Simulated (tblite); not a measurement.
Run record: tight-binding relaxation, `CC[C@H]1COC[C](=O)[GeH2]1`.

Computed with GFN2-xTB geometry optimisation, gas phase (tblite 0.8.0). Start geometry: from a force field or distance geometry. The input is one job of a driver script: a line of settings, then coordinates in Å.

Command:
```bash
OMP_NUM_THREADS=1 python probes_run.py task.json out
```

Input:
```
{"job": {"kind": "relax", "xc": "GFN2-xTB", "basis": "xTB"}, "charge": 0, "multiplicity": 1}
C      2.864000     0.266500     0.255800
C      1.554000     0.873400    -0.297700
C      0.332000     0.400900     0.506400
C     -0.921500     1.220900     0.098400
O     -2.050600     0.764200     0.848100
C     -2.763300    -0.245100     0.138900
C     -1.971100    -1.521000     0.026600
O     -2.533300    -2.574700    -0.195600
Ge    -0.057400    -1.485200     0.186200
H      2.852300    -0.836100     0.150200
H      3.715200     0.675700    -0.312300
H      2.978200     0.527900     1.330400
H      1.637200     1.977200    -0.213300
H      1.453500     0.598200    -1.363700
H      0.496200     0.555200     1.593800
H     -1.080000     1.185200    -0.985300
H     -0.747000     2.282200     0.372700
H     -3.687600    -0.463200     0.712700
H     -3.077400     0.104800    -0.861100
H      0.424900    -2.343300     1.384400
H      0.572800    -1.946500    -1.142100
```

Output:
```
step      E/eV     max force
  0    -788.51595    1.664
  1    -788.63497    1.458
  2    -788.68564    1.211
  3    -788.71035    0.351
  4    -788.72676    0.518
  5    -788.74528    0.409
  6    -788.76028    0.335
  7    -788.77367    0.316
  8    -788.78195    0.203
  9    -788.78618    0.144
... (116 lines left out)
126    -788.83932    0.019
127    -788.83935    0.015
128    -788.83940    0.017
129    -788.83946    0.018
130    -788.83952    0.016
131    -788.83956    0.013
132    -788.83958    0.016
133    -788.83960    0.016
134    -788.83963    0.013
135    -788.83965    0.009
```

«max force» is the largest atomic force in eV/Å.

Q: From which step on does the largest force stay under 0.1 eV/Å, and how much energy is left to gain from there?

A: From step 83 (0.060 eV/Å), 8.1 meV above the end.

In short: energy lowered by 7.5 kcal/mol over 135 steps; largest atomic force 0.009 eV/Å at the end.

Q: Give the final coordinates.

A: 0.502 Å rms from the input after alignment:
```
atom  x, y, z in Å
C1     2.8592    0.3024    0.0195
C2     1.4943    0.8286   -0.4000
C3     0.4104    0.4409    0.5998
C4    -0.8986    1.1956    0.3548
O5    -1.9894    0.5120    0.9603
C6    -2.7189   -0.2976    0.0746
C7    -1.8762   -1.4490   -0.4262
O8    -2.1931   -2.1707   -1.3342
Ge9   -0.1271   -1.5003    0.5526
H10    2.8296   -0.7812    0.1319
H11    3.6121    0.5531   -0.7237
H12    3.1574    0.7360    0.9715
H13    1.5351    1.9191   -0.4796
H14    1.2377    0.4353   -1.3884
H15    0.7557    0.6775    1.6082
H16   -1.0762    1.3096   -0.7213
H17   -0.8687    2.1930    0.8049
H18   -3.5525   -0.7084    0.6529
H19   -3.1312    0.2787   -0.7662
H20   -0.2830   -2.0558    1.9429
H21    0.8144   -2.4020   -0.2006
```

Q: Estimate the wall time. Hardware: one thread of an Arm Neoverse N1, shared host.

A: About 2.0 s.
Labels such as C1 count atoms from 1, the log's own numbers from 0.
